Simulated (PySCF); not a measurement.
# Telling isomers of C$_{4}$H$_{6}$FNSi apart by NMR

Computed data (PySCF 2.14): geometry from GFN2-xTB, shieldings: GIAO PBE0/pcSseg-1. Single conformer, equivalent nuclei averaged, no relativistic terms, in vacuum.

Chemical shifts δ = σref − σ; $^{1}$H (σref 31.72), $^{13}$C (σref 186.93) vs TMS, all at this level. Splittings of carbon signals by F and P are missing where no couplings were computed. Where no couplings were computed, multiplicities follow the n + 1 count of equivalent neighbours, and m marks all less simple cases (inequivalent or close neighbours, rings, F or P nearby). Shifts are as computed. Against solution values, carbons near 30 ppm lie about +3 ppm off and those near 130 ppm about +5 ppm. Of 1309 compounds with measured shifts, 239 miss one by over three times the rms of a fit or turn the order of signals round; such compounds aren't used in these exercises. OH and NH positions are gas-phase values without hydrogen bonding to other molecules.

(1) Tabulate the signals of `C#C/C=C\[Si@@H](N)F`, `C#C/C(F)=C/[SiH2]N`, `N#C/C=C\[C@H](F)[SiH3]`, `N#C[SiH2]/C=C\CF` and their relative energies.

(2) What is the quickest way to tell C#C/C=C\[Si@@H](N)F from C#C/C(F)=C/[SiH2]N?

(3) What is the quickest way to tell C#C/C=C\[Si@@H](N)F from N#C[SiH2]/C=C\CF?

(4) What is the quickest way to tell C#C/C=C\[Si@@H](N)F from N#C/C=C\[C@H](F)[SiH3]?

Results:

(1) 
```tsv
SMILES	carbon types	δC	δH	E rel. (kcal/mol)
C#C/C=C\[Si@@H](N)F	1×C 3×CH	155.8, 133.2, 92.8, 88.1	6.70 (m, 1H), 6.54 (m, 1H), 5.41 (m, 1H), 2.98 (d, 1H), 0.93 (br s, 2H)	0.0
C#C/C(F)=C/[SiH2]N	2×C 2×CH	160.5, 122.1, 88.8, 80.8	5.73 (m, 1H), 5.34 (d, 2H), 2.76 (s, 1H), -0.08 (br s, 2H)	46.4
N#C/C=C\[C@H](F)[SiH3]	1×C 3×CH	167.5, 120.4, 98.1, 91.7	7.45 (m, 1H), 6.27 (m, 1H), 5.17 (m, 1H), 4.06 (m, 3H)	38.0
N#C[SiH2]/C=C\CF	1×C 2×CH 1×CH2	158.2, 123.7, 121.7, 88.3	6.95 (m, 1H), 6.07 (m, 1H), 5.66 (m, 2H), 4.66 (d, 2H)	25.1
```

Energies are electronic energies at PBE0/pcSseg-1 on these geometries, without zero-point or thermal terms, each for the one conformer computed, which needn't be the lowest.

(2) Both give the same number of carbon signals, but DEPT or the intensities differ. The first has an alkene CH at 155.8 ppm, the second a fully substituted alkene carbon (C) at 160.5 ppm. In the proton spectra the most deshielded non-exchanging signals are 6.70 (m, 1H) and 5.73 (m, 1H).

(3) Both give the same number of carbon signals, but DEPT or the intensities differ. The first has an alkyne carbon (C) at 88.1 ppm, the second an allylic sp3 CH2 bonded to F at 88.3 ppm. Their most deshielded carbons lie at 155.8 and 158.2 ppm.

(4) Both give the same number of carbon signals, with the same numbers of each carbon type, so the positions decide. The first has an alkene CH at 133.2 ppm, the second a nitrile carbon (C) at 120.4 ppm. Their most deshielded carbons lie at 155.8 and 167.5 ppm. In the proton spectra the most deshielded non-exchanging signals are 6.70 (m, 1H) and 7.45 (m, 1H).
